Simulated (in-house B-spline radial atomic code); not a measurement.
The numbers below are computed, except where a source is named.
## Rb in an electron gas of r_s = 2: phase shifts, screening, friction and resistivity

A nucleus sits in a uniform electron gas with a rigid positive background. The Kohn-Sham equations are solved self-consistently in the spin-unpolarised LDA (PW92), non-relativistic, on B-splines with outgoing waves at the boundary and partial waves to l = 8. The model has no lattice, no bands and no magnetic solution. Atomic units; δ_l are the phase shifts at the Fermi level, counted so that each bound state adds π, and good to about 0.0005.

The density parameter is r_s = 2 bohr, near that of the valence electrons of Si (4 per atom, density 2.33 g/cm³, mass 28.09 u, which gives r_s = 2.01).

| l | δ_l (rad) |
| --- | --- |
| 0 | 11.1017 |
| 1 | 8.5765 |
| 2 | 4.1125 |
| 3 | 0.0814 |
| 4 | 0.0131 |
| 5 | 0.0027 |
| 6 | 0.0004 |
| 7 | 0.0001 |
| 8 | 0.0000 |

Bound levels below the band bottom (hartree): s -10.04, p -7.696, d -3.445, s -0.7118, p -0.1923 and deeper ones.

(1) Check the Friedel sum rule, and say where the screening charge sits.

(2) Find the transport cross section and the electronic stopping of a 10 keV Rb ion (mass 85.47 u).

(3) What residual resistivity would 1 atomic per cent of such centres give in a metal of this density?

(4) On a substitutional site the background of one host ion, a sphere holding 4 charges, is taken out. The phase shifts for l = 0 to 4 become 10.7386, 8.2954, 3.3063, -0.0261, -0.0106. What follows?

Results:

(1) k_F = (9π/4)^(1/3)/r_s = 0.95958. The rule is Z = (2/π) Σ (2l + 1) δ_l. The terms are s 7.068, p 16.380, d 13.090, f 0.363 and 0.098 beyond, in all 36.999 against Z = 37. Bound states hold 8 s, 18 p, 10 d electrons, so the scattering states carry 1.00 in all; where a term is smaller than its bound count, the bound level has drawn weight out of the band.

(2) σ_tr = (4π/k_F²) Σ (l + 1) sin²(δ_l − δ_(l+1)). The terms for l = 0 to 3 are 0.3342, 1.8791, 1.8101, 0.0186, all together 4.0426, so σ_tr = 13.647 × 4.0426 = 55.171 bohr². With n = 3/(4π r_s³) = 0.02984, the friction coefficient is Q = n k_F σ_tr = 1.5798. For v well below v_F = 0.960, dE/dx = Q v; with 24801 eV per u at v = 1, v = √(10000/(24801 × 85.47)) = 0.0687, so dE/dx = 0.10851 hartree/bohr = 55.8 eV/nm. The largest term couples the p and d waves.

(3) Δρ = k_F n_i σ_tr/n in atomic units of 21.74 μΩ·cm. With one host atom per 4 electrons, n_i/n = 0.01/4, so Δρ = 0.9596 × 0.00250 × 55.171 × 21.74 = 2.88 μΩ·cm. This is an atom added to the gas, as on an interstitial site.

(4) The Friedel sum is now 33.01, for Z − 4 = 33. The sum in σ_tr is 2.3734, so σ_tr = 32.39 bohr² and Δρ = 1.69 μΩ·cm per atomic per cent, 0.59 times the value above. A real host ion scatters too, so this model doesn't give zero even for the host's own atom.
